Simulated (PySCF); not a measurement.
Geometry:
```csv
atom,x (Å),y (Å),z (Å)
N1,2.137,-0.018,2.268
C2,1.748,0.024,1.180
C3,1.246,0.082,-0.196
O4,0.143,-0.765,-0.372
B5,-1.151,-0.350,-0.336
O6,-2.157,-1.229,-0.432
C7,-1.483,1.168,-0.208
N8,-1.661,2.309,-0.113
H9,1.006,1.133,-0.435
H10,2.049,-0.245,-0.875
H11,-1.849,-2.141,-0.498
```

Geometry: PBE0-D3(BJ)/def2-SVP; GIAO shifts from PySCF, gas phase, non-relativistic, averaged over equivalent atoms.

At PBE0/cc-pVDZ (127 basis functions, 11 s wall time on 1 thread of an Arm Neoverse V1, shared host):
| atoms | δ (ppm) |
| --- | --- |
| N8 | 330.1 |
| N1 | 289.5 |
| C7 | 114.4 |
| C2 | 111.7 |
| C3 | 51.2 |
| O6 | 121.2 |
| O4 | 115.8 |
| B5 | 16.2 |
| H9/H10 | 4.52 |
| H11 | 4.05 |

Chemical shifts δ = σref − σ; ¹⁵N (σref 273.12) vs NH3; TMS for ¹³C (σref 196.75) and ¹H (σref 31.29); ¹⁷O (σref 343.34) against H2O; ¹¹B (σref 113.82) vs BF3·OEt2, all at this level.

Task: Estimate the result of repeating the calculation with CAM-B3LYP/pcSseg-1.

Result: 
| atoms | δ at CAM-B3LYP/pcSseg-1 | change |
| --- | --- | --- |
| N8 | 365.9 | +35.8 |
| N1 | 323.4 | +33.9 |
| C7 | 123.7 | +9.3 |
| C2 | 121.5 | +9.8 |
| C3 | 53.4 | +2.2 |
| O6 | 135.3 | +14.1 |
| O4 | 123.9 | +8.1 |
| B5 | 18.5 | +2.3 |
| H9/H10 | 4.61 | +0.09 |
| H11 | 4.65 | +0.60 |

References, each an isolated molecule treated in the same way: ¹⁵N (267.29 ppm) vs NH3; TMS for ¹³C (182.45 ppm), ¹H (31.33 ppm); ¹⁷O (338.55 ppm) against H2O; ¹¹B (99.35 ppm) against BF3·OEt2.

The largest change is at N8 (nitrile nitrogen). Cost: 151 basis functions, 17 s wall time on 1 thread of an Arm Neoverse V1, shared host. The order of the carbon signals is the same at both levels.

A carbon bonded to boron is broadened by the quadrupolar boron nucleus and is often missing from a measured spectrum. Experimental scales use liquid or dissolved standards, which lie at an offset from isolated NH3 (liquid NH3: subtract about 20 ppm) and H2O (liquid H2O: subtract about 36 ppm). Unscaled 15N shifts of sp2 nitrogen often come out too high even then, by a few to some tens of ppm.
